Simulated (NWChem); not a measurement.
System: GeHCl, singlet; SMILES [Cl][GeH]

Here is an NWChem input.

```
start job
memory heap 200 mb stack 900 mb global 1100 mb
geometry units angstroms
  Ge    -0.017290    -0.756268     0.000000
  H      1.579635    -0.869610     0.000000
  Cl    -0.002840     1.425353     0.000000
end
basis spherical
  Ge library 3-21g
  H library 3-21g
  Cl library 3-21g
end
dft
  xc b3lyp
  iterations 150
end
driver
  maxiter 120
end
task dft optimize
task dft freq
```

Excerpt of the output:

```
             Northwest Computational Chemistry Package (NWChem) 7.3.0
             --------------------------------------------------------

 CS  symmetry detected

                             Geometry "geometry" -> ""
                             -------------------------

 Output coordinates in angstroms (scale by  1.889725989 to convert to a.u.)

  No.       Tag          Charge          X              Y              Z
 ---- ---------------- ---------- -------------- -------------- --------------
    1 Ge                  32.0000    -0.04048364    -0.73929435     0.00000000
    2 H                    1.0000     1.55586532    -0.86047960     0.00000000
    3 Cl                  17.0000    -0.01531698     1.44222934     0.00000000

 Effective nuclear repulsion energy (a.u.)     145.7549517625

      Symmetry information
      --------------------

 Group name             Cs
 Group number              2
 Group order               2
 No. of unique centers     3

                                Z-matrix (autoz)
                                --------

 Units are Angstrom for bonds and degrees for angles

      Type          Name      I     J     K     L     M      Value
      ----------- --------  ----- ----- ----- ----- ----- ----------
    1 Stretch                  1     2                       1.60094
    2 Stretch                  1     3                       2.18167
    3 Bend                     2     1     3                93.68028

                           NWChem Geometry Optimization
                           ----------------------------

 maximum gradient threshold         (gmax) =   0.000450
 rms gradient threshold             (grms) =   0.000300
 maximum cartesian step threshold   (xmax) =   0.001800
 rms cartesian step threshold       (xrms) =   0.001200
 fixed trust radius                (trust) =   0.300000
 source of zmatrix                         =   autoz

          -------------------
          Energy Minimization
          -------------------

 Using diagonal initial Hessian
 Scaling for Hessian diagonals: bonds = 1.00  angles = 0.25  torsions = 0.10

          --------
          Step   0

                                 NWChem DFT Module
                                 -----------------

 Summary of "ao basis" -> "ao basis" (spherical)
 ------------------------------------------------------------------------------
       Tag                 Description            Shells   Functions and Types
 ---------------- ------------------------------  ------  ---------------------
 Ge                          3-21g                  10       22   5s4p1d
 H                           3-21g                   2        2   2s
 Cl                          3-21g                   7       13   4s3p

      Symmetry analysis of basis
      --------------------------

        a'         28
        a"          9

            General Information
            -------------------
          SCF calculation type: DFT
          Wavefunction type:  closed shell.
          No. of atoms     :     3
          No. of electrons :    50
           Alpha electrons :    25
            Beta electrons :    25
          Charge           :     0
          Spin multiplicity:     1
          Use of symmetry is: on ; symmetry adaption is: on
          Maximum number of iterations: 150
          AO basis - number of functions:    37
                     number of shells:    19
          Convergence on energy requested:  1.00D-06
          Convergence on density requested:  1.00D-05
          Convergence on gradient requested:  5.00D-04

              XC Information
              --------------
                         B3LYP Method XC Potential
                     Hartree-Fock (Exact) Exchange  0.200
                        Slater Exchange Functional  0.800 local
                    Becke 1988 Exchange Functional  0.720 non-local
              Lee-Yang-Parr Correlation Functional  0.810
                  VWN I RPA Correlation Functional  0.190 local

             Grid Information
             ----------------
          Grid used for XC integration:  medium
          Radial quadrature: Mura-Knowles
          Angular quadrature: Lebedev.
          Tag              B.-S. Rad. Rad. Pts. Rad. Cut. Ang. Pts.
          ---              ---------- --------- --------- ---------
          Ge                  1.25      112           7.0       590
          H                   0.35       45           8.0       434
          Cl                  1.00       88           8.0       590
          Grid pruning is: on
          Number of quadrature shells:   245
          Spatial weights used:  Erf1

      Superposition of Atomic Density Guess
      -------------------------------------

 Sum of atomic energies:       -2523.06108712

      Non-variational initial energy
      ------------------------------

 Total energy =   -2523.189297
 1-e energy   =   -3809.015746
 2-e energy   =    1140.071497
 HOMO         =      -0.231054
 LUMO         =      -0.056850

      Symmetry analysis of molecular orbitals - initial
      -------------------------------------------------

  Numbering of irreducible representations:

     1 a'          2 a"

  Orbital symmetries:

[...]

      ----------------------
      Optimization converged
      ----------------------

  Step       Energy      Delta E   Gmax     Grms     Xrms     Xmax
  ---- ---------------- -------- -------- -------- -------- --------
@    5   -2525.58882542 -3.0D-08  0.00003  0.00002  0.00014  0.00029
                                     ok       ok       ok       ok

                                Z-matrix (autoz)
                                --------

 Units are Angstrom for bonds and degrees for angles

      Type          Name      I     J     K     L     M      Value     Gradient
      ----------- --------  ----- ----- ----- ----- ----- ---------- ----------
    1 Stretch                  1     2                       1.61855    0.00003
    2 Stretch                  1     3                       2.28416   -0.00001
    3 Bend                     2     1     3                93.43930   -0.00002

                         Geometry "geometry" -> "geometry"
                         ---------------------------------

 Output coordinates in angstroms (scale by  1.889725989 to convert to a.u.)

  No.       Tag          Charge          X              Y              Z
 ---- ---------------- ---------- -------------- -------------- --------------
    1 Ge                  32.0000    -0.04204279    -0.77892292     0.00000000
    2 H                    1.0000     1.57310004    -0.88383624     0.00000000
    3 Cl                  17.0000    -0.03099256     1.50521455     0.00000000

 Effective nuclear repulsion energy (a.u.)     139.6181266531

      Symmetry information
      --------------------

 Group name             Cs
 Group number              2
 Group order               2
 No. of unique centers     3

                Final and change from initial internal coordinates
                --------------------------------------------------

                                Z-matrix (autoz)
                                --------

 Units are Angstrom for bonds and degrees for angles

      Type          Name      I     J     K     L     M      Value       Change
      ----------- --------  ----- ----- ----- ----- ----- ---------- ----------
    1 Stretch                  1     2                       1.61855    0.01760
    2 Stretch                  1     3                       2.28416    0.10250
    3 Bend                     2     1     3                93.43930   -0.24097

[...]

 Rotational Constants
 --------------------
 A=   6.504170 cm-1  (  9.357841 K)
 B=   0.135339 cm-1  (  0.194718 K)
 C=   0.132580 cm-1  (  0.190749 K)

 Temperature                      =   298.15K
 frequency scaling parameter      =   1.0000

 Zero-Point correction to Energy  =    4.090 kcal/mol  (  0.006517 au)
 Thermal correction to Energy     =    6.151 kcal/mol  (  0.009802 au)
 Thermal correction to Enthalpy   =    6.743 kcal/mol  (  0.010746 au)

 Total Entropy                    =   63.506 cal/mol-K
   - Translational                =   39.981 cal/mol-K (mol. weight = 109.8986)
   - Rotational                   =   22.142 cal/mol-K (symmetry #  =        1)
   - Vibrational                  =    1.383 cal/mol-K

 Cv (constant volume heat capacity) =    8.362 cal/mol-K
   - Translational                  =    2.979 cal/mol-K
   - Rotational                     =    2.979 cal/mol-K
   - Vibrational                    =    2.403 cal/mol-K

[normal modes left out]

 ----------------------------------------------------------------------------
 Normal Eigenvalue ||           Projected Infra Red Intensities
  Mode   [cm**-1]  || [atomic units] [(debye/angs)**2] [(KM/mol)] [arbitrary]
 ------ ---------- || -------------- ----------------- ---------- -----------
    1       -0.000 ||    0.002069           0.048         2.017       0.358
    2       -0.000 ||    0.000000           0.000         0.000       0.000
    3        0.000 ||    0.000844           0.019         0.823       0.146
    4        0.000 ||    0.000468           0.011         0.456       0.081
    5        0.000 ||    0.002107           0.049         2.054       0.364
    6        0.000 ||    0.000985           0.023         0.960       0.170
    7      375.658 ||    0.053698           1.239        52.348       9.288
    8      685.696 ||    0.030824           0.711        30.049       5.331
    9     1800.735 ||    0.429348           9.905       418.550      74.261
 ----------------------------------------------------------------------------
```

Level: B3LYP/3-21G. Low-valent species are run as closed-shell singlets; no triplet was tried in these runs.
